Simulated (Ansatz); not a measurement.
Ideal-gas functions of `NC(=O)[SiH3]` at 400 K and 1 bar, from an Ansatz frequency run at PBE0-D4/def2-TZVP.

Molar mass 75.14 g/mol, point group Cs (symmetry number 1), electronic degeneracy 1, moments of inertia 49.268, 116.341, 159.63 u Å². Harmonic wavenumbers (cm⁻¹, unscaled): 95, 214, 288, 383, 408, 614, 624, 671, 736, 903, 937, 938, 1089, 1317, 1616, 1749, 2205, 2254, 2262, 3583, 3737.

Use S(trans) = R[1.5 ln M + 2.5 ln T − 1.1517]; rotational temperatures θ = 24.2544 K / I; S(rot) = R[ln(√π/σ · √(T³/θAθBθC)) + 1.5]; for each mode x = 1.438777 ν̃/T, S = R[x/(eˣ − 1) − ln(1 − e⁻ˣ)] and H = RT x/(eˣ − 1); 1 cm⁻¹ = 0.0119627 kJ/mol; R = 8.31446 J/(mol·K).

**Question.** By hand: the entropy, in J/(mol·K).

**Answer.** Translation 168.8. Rotation: θ = 0.4923, 0.2085, 0.1519 K, giving 109.3. Vibration, mode by mode: 17.28, 10.69, 8.38, 6.28, 5.83, 3.23, 3.14, 2.75, 2.29, 1.42, 1.29, 1.28, 0.83, 0.42, 0.17, 0.11, 0.03, 0.02, 0.02, 0.00, 0.00, in all 65.5. Electronic 0.0. Sum 343.6 J/(mol·K).

**Question.** By hand: H − E and G − E in kJ/mol, counted from the electronic energy.

**Answer.** Zero-point energy ½ × 26623 × 0.0119627 = 159.2; thermal vibration 14.9; translation, rotation and pV give 4 RT = 13.3. H − E = 187.4 kJ/mol, and G − E = 187.4 − 400 × 343.6/1000 = 50.0 kJ/mol.

Vibration gives 19 % of the entropy, 17.3 J/(mol·K) of it from the mode under 150 cm⁻¹: soft modes count most, and the harmonic formula is weakest for them. The sum counts one conformer and one mirror image; others add a mixing term.
